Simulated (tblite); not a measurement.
Species: C6H16NP2 (charge +1).
Cartesian coordinates in Å at the GFN2-xTB level; atoms count from 1:
```xyz
25
C6H16NP2 angstrom
C     -2.7608    0.0772   -1.1268
N     -2.1263   -0.4002    0.1025
P     -0.5160   -0.1984    0.3894
C     -0.2576   -0.7396    2.0903
C      0.0754    1.5205    0.1783
C      1.6004    1.5977    0.1304
P      2.2436    0.6832   -1.3747
C      1.8774   -1.0428   -0.7395
C      0.3715   -1.2998   -0.7548
H     -2.0503    0.0237   -1.9492
H     -3.6041   -0.5722   -1.3577
H     -3.1230    1.1027   -1.0393
H     -2.7276   -0.3096    0.9133
H     -0.7307   -0.0411    2.7799
H     -0.6942   -1.7301    2.2147
H      0.8068   -0.7875    2.3123
H     -0.3478    1.9026   -0.7569
H     -0.3329    2.1158    1.0026
H      2.0437    1.2022    1.0476
H      1.9016    2.6438    0.0362
H      3.5741    0.6828   -0.9499
H      2.2938   -1.1869    0.2607
H      2.3681   -1.7535   -1.4087
H     -0.0240   -1.1410   -1.7623
H      0.1279   -2.3254   -0.4575
```

Level: GFN2-xTB in tblite, geometry and Hessian alike; calculated harmonic values, unscaled, isolated species. Errors from tens to a few hundred cm⁻¹ against measured bands are possible. Modes of hydrogen on phosphorus can be 10 to 20 % off. One conformer, not necessarily the lowest.

Harmonic wavenumbers (cm⁻¹): 60.3, 94.2, 126.5, 137.8, 154.0, 167.4, 192.2, 230.9, 256.0, 275.9, 286.0, 324.1, 339.7, 428.2, 505.7, 614.9, 653.3, 659.6, 706.1, 762.7, 774.1, 801.3, 811.7, 834.7, 840.8, 845.0, 888.7, 892.4, 923.1, 1030.4, 1035.4, 1041.6, 1052.7, 1068.2, 1093.7, 1107.4, 1120.0, 1137.7, 1236.9, 1243.0, 1244.5, 1248.1, 1295.7, 1314.4, 1394.3, 1398.5, 1402.3, 1407.2, 1414.3, 1437.3, 1445.5, 1462.4, 1477.9, 2301.0, 2919.5, 2926.1, 2933.2, 2944.4, 2949.4, 2954.4, 2976.0, 2977.6, 2987.7, 2997.9, 3003.3, 3016.2, 3025.8, 3033.6, 3363.1.

A = 1754, B = 808.6, C = 783.9 MHz; mass 164.076 u (most abundant isotopes); point group C1, symmetry number 1.

Problem. Zero-point energy?

Solution. Half the sum of the wavenumbers: 46003 cm⁻¹ = 131.53 kcal/mol.

Problem. What is S at 400 K and 1 bar for an ideal gas of classical rigid rotors and harmonic oscillators?

Solution. Translation 42.68, rotation 30.92, vibration 49.83: S = 123.4 cal/(mol K).

Problem. And Cp and H(400 K) − H(0)?

Solution. Cp = 61.98 cal/(mol K), of which vibrations give 54.04 (their classical limit is 69 R = 137.1); H(400 K) − H(0) = 13.96 kcal/mol without the zero-point energy, 10.78 from vibrations.

Problem. Blend soft modes into free rotors: weight 1/[1 + (100 cm⁻¹/ν̃)⁴] for the oscillator and the rest for a rotor with moment μB/(μ + B), μ = h/(8π²ν), B = 10⁻⁴⁴ kg m². What vibrational entropy results?

Solution. 47.65 cal/(mol K) in place of 49.83, which changes −T·S at 400 K by +0.87 kcal/mol.

Problem. Which modes carry the vibrational entropy at 400 K?

Solution. 60.3 cm⁻¹: 5.03; 94.2 cm⁻¹: 4.15; 126.5 cm⁻¹: 3.57; 137.8 cm⁻¹: 3.40; 154.0 cm⁻¹: 3.19; 167.4 cm⁻¹: 3.03 cal/(mol K); the other 63 give 27.47 together.

Hindered rotation and anharmonicity are outside this model. Other conformers, if any are populated, would add a mixing term that is left out. The structure is chiral; the term R ln 2 for an equal mix with its mirror image is left out.
